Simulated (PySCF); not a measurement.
# Working out the ionisation energy of Kr

Kr [Kr] (1S) → Kr⁺ [Ar] 3d10 4s2 4p5 (2P). Calculation: PySCF 2.14, in def2-QZVPPD; the non-relativistic Hamiltonian (point nucleus). Frozen: [Ne]. Energies in hartree (1 hartree = 27.21139 eV):

```tsv
part	Kr (lower)	Kr⁺ (upper)
UHF	-2752.054315	-2751.574212
MP2 opposite-spin	-0.560032	-0.531458
MP2 same-spin	-0.277656	-0.263649
```

Question: What does Hartree-Fock give?

Answer: (-2751.574212) − (-2752.054315) = 0.480103 hartree = 13.064 eV.

Question: What do MP2 and SCS-MP2 (6/5 opposite-spin, 1/3 same-spin) give?

Answer: The opposite-spin parts differ by 0.778 eV and the same-spin parts by 0.381 eV. MP2: 13.064 + (0.778) + (0.381) = 14.223 eV. SCS-MP2: 13.064 + 1.2 × (0.778) + (0.381)/3 = 14.125 eV.

Measured between the centres of the two terms (NIST): 14.222 eV, so MP2 (valence and next inner shell) is off by 0.001 eV.

The calculation is non-relativistic.

What remains against the reference includes basis incompleteness, the frozen core and correlation beyond second order.
